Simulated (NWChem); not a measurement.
Species: C$_{2}$H$_{8}$Si$_{2}$; SMILES C(/[SiH3])=C/[SiH3]

All runs: NWChem. Pople sets run with spherical d functions. Geometry: optimised at PBE0/def2-SVP. Vertical excitations in the gas phase; the lowest state need not have the same character in each row.

For level PBE0/6-31G*, full TDDFT:

```
Quantity                                  Result
----------------------------------------  ------
lowest state with f > 0.02, singlet (eV)    6.51
oscillator strength of that bright state   0.357
orbital gap (eV)                            6.95
```

Question: How do the values read with level LRC-wPBEh/6-31G*, full TDDFT instead?

Answer: The lowest state with f > 0.02, singlet (eV) is 6.66, the oscillator strength of that bright state is 0.389 and the orbital gap (eV) comes out as 10.51.
